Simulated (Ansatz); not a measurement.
Calculated with Ansatz (gas phase, PBE0-D4/def2-TZVP geometries, no zero-point term in ΔE). CCSD(T)/CBS is the MP2 limit (def2-TZVPP, def2-QZVPP) plus CCSD(T) − MP2 in def2-TZVPP, frozen cores. This one scheme is used for every species. Functionals use def2-TZVPP. One conformer a species, not always the lowest.

`[NH2][Al]([SH])[O][SiH3]` + `BO` → `BO[SiH3]` + `[NH2][Al]([OH])[SH]`  (ligand exchange at the Si–O bond)

`[NH2][Al]([SH])[O][SiH3]`:

```xyz
11

N     1.327   -1.842   -1.194
Al    0.069   -0.673   -0.835
S    -1.631   -0.453   -2.181
O     0.179    0.275    0.550
Si   -0.216    1.392    1.660
H     1.340   -2.448   -1.998
H     2.138   -1.997   -0.619
H    -2.179    0.507   -1.416
H    -0.368    0.754    2.994
H    -1.502    2.054    1.301
H     0.844    2.431    1.738
```

`BO`:

Z-matrix (Å, degrees):
```
B
O 1 1.348
H 1 1.196 2 116.8
H 1 1.202 2 120.7 3 -180.0
H 2 0.961 1 113.5 3 180.0
```

`BO[SiH3]`:

Cartesian coordinates in Å:
```
B 0.644 0.244 -1.404
O 0.353 -0.547 -0.353
Si -0.462 -0.266 1.063
H 0.286 1.394 -1.410
H 1.261 -0.233 -2.314
H -0.928 1.144 1.114
H 0.464 -0.544 2.186
H -1.617 -1.193 1.117
```

`[NH2][Al]([OH])[SH]`:

Z-matrix (Å, degrees):
```
N
Al 1 1.761
H 1 1.006 2 125.7
H 1 1.007 2 124.1 3 -180.0
O 2 1.693 1 123.7 3 -0.0
S 2 2.178 1 119.4 3 -179.9
H 5 0.955 2 125.1 1 0.1
H 6 1.344 2 91.5 1 179.9
```

```csv
level,ΔE (kJ/mol)
LC-ωPBE,32.0
SCS-MP2/def2-QZVPP,31.9
```

Problem. What does CCSD(T)/CBS give? (An estimate is asked.)

Solution. The calculation gave: +31.6 kJ/mol. The listed levels differ from it by 0.4, 0.3 kJ/mol.

Problem. What do rigid-rotor, harmonic-oscillator terms from PBE0-D4/def2-TZVP frequencies (298.15 K, 1 bar) make of the CCSD(T)/CBS value? (Best estimate.)

Solution. Computed: ΔZPE = -3.2 kJ/mol, ΔH = +27.7 kJ/mol, ΔS = -11 J/(mol·K), ΔG = +31.0 kJ/mol. Modes under 50 cm⁻¹ make the entropy rough.

Largest T1 diagnostic among the species: 0.014.

Leaving LDA and LC-ωPBE aside and taking each functional with its dispersion term where it has one, the values, not all of them listed here, spread over 3.5 kJ/mol, from B2PLYP to BHLYP-D4. At CCSD(T), def2-SVP lies +11.5 kJ/mol from the extrapolated value and def2-TZVPP +2.0 kJ/mol.
